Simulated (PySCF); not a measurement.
CH4BrInO2, SMILES [OH][In]([Br])[O]C.

Geometry: PBE0-D3(BJ)/def2-SVP. The structure was generated by enumeration; whether it is a known compound was not checked. The def2 effective core potentials stand for the cores of In; spin–orbit coupling is left out. The values are those of a single conformer.

Two levels are set side by side: TDDFT-PBE/def2-SVPD (PySCF) and TDDFT-ωB97X/def2-SVPD (PySCF). Vertical, same geometry. The lowest singlet is HOMO→LUMO 100 % with PBE and HOMO→LUMO 91 % with the other functional; states are paired by order. Differences are taken from unrounded values.

```
quantity                               TDDFT-ωB97X  TDDFT-PBE  TDDFT-PBE minus TDDFT-ωB97X
-------------------------------------  -----------  ---------  ---------------------------
lowest singlet excitation (eV)                4.75       3.26                        -1.49
lowest triplet excitation (TDA) (eV)          4.43       2.99                        -1.44
first bright state (f over 0.05) (eV)         5.30       3.99                        -1.31
its oscillator strength                       0.07       0.06                        -0.01
```

A lower first singlet is the usual sign of a functional without exact exchange. Differences between two approximate levels are no errors against the true value.

Rough cost on one machine, each run with all the roots and properties that it gave: TDDFT-ωB97X against TDDFT-PBE about 9 times.
